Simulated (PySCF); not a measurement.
This PySCF input asks for the NMR shieldings of `[SiH](B)(B)[Si](F)(F)F`, B2F3H5Si2; the geometry comes from GFN2-xTB.

```python
import basis_set_exchange as bse
import numpy as np
from pyscf import gto, dft
from pyscf.prop import nmr

atoms = """
B     0.295478    1.906607    0.633684
Si    0.449649    0.283261   -0.451651
B     1.797885   -0.888430    0.351109
Si   -1.582319   -0.797643   -0.482925
F    -2.133594   -1.265775    0.940598
F    -2.839287    0.011455   -1.041169
F    -1.686260   -2.159620   -1.307459
H     0.715983    2.934998    0.271905
H    -0.165949    1.864848    1.707718
H     0.699417    0.563243   -1.893408
H     1.596608   -1.418717    1.373908
H     2.853589   -1.034914   -0.128336
"""
names = dict.fromkeys(["B", "Si", "F", "H"], "pcSseg-1")
basis = {el: gto.basis.parse(bse.get_basis(n, elements=[el], fmt="nwchem")) for el, n in names.items()}
mol = gto.M(atom=atoms, basis=basis, charge=0, verbose=0)
mf = dft.RKS(mol, xc="PBE0")
mf.grids.level = 2
mf.grids.alignment = dft.numint.BLKSIZE   # the property module wants whole blocks of grid points
mf.conv_tol = 1e-9
mf.kernel()

calc = nmr.RKS(mf)   # GIAO
C = mf.mo_coeff
Co = C[:, mf.mo_occ > 0]
resp = mf.gen_response(singlet=True, hermi=2)
def vind(x):   # induced exchange potential for any number of trial vectors
    d = np.einsum("pi,xij,qj->xpq", C, 2 * x.reshape(-1, C.shape[1], Co.shape[1]), Co, optimize=True)
    return np.einsum("xpq,pi,qj->xij", resp(d - d.transpose(0, 2, 1)), C, Co, optimize=True).ravel()
mo1, _ = nmr.rhf.solve_mo1(calc, with_cphf=vind)
sigma = calc.kernel(mo1)
for i, s in enumerate(sigma):   # ppm
    w = np.linalg.eigvalsh((s + s.T) / 2)
    print("%2d %-2s iso %8.1f  s11 %8.1f  s22 %8.1f  s33 %8.1f" % (i, mol.atom_pure_symbol(i), w.mean(), *w))
```

Question: What are the results?

Answer: 
```
 0 B  iso    -16.3  s11   -138.1  s22    -61.3  s33    150.6
 1 Si iso    448.7  s11    399.9  s22    463.6  s33    482.6
 2 B  iso    -16.3  s11   -138.1  s22    -61.4  s33    150.6
 3 Si iso    386.2  s11    346.2  s22    360.9  s33    451.4
 4 F  iso    289.2  s11    220.1  s22    264.9  s33    382.8
 5 F  iso    286.3  s11    228.9  s22    248.0  s33    382.0
 6 F  iso    286.3  s11    228.6  s22    248.7  s33    381.6
 7 H  iso     21.0  s11      8.5  s22     26.9  s33     27.6
 8 H  iso     21.0  s11      7.6  s22     27.0  s33     28.5
 9 H  iso     27.4  s11     23.9  s22     25.7  s33     32.5
10 H  iso     21.0  s11      7.6  s22     27.0  s33     28.5
11 H  iso     21.0  s11      8.5  s22     26.9  s33     27.6
```

These numbers come from an equivalent density-fitted implementation of the same equations, which agrees with the script to about 0.01 ppm for H and up to a few tenths of a ppm for heavy atoms, so last digits may differ.

Size and cost of the density-fitted run: 158 basis functions, 41 s wall time on 1 thread of an Arm Neoverse N1, shared host; peak memory 0.72 GiB.
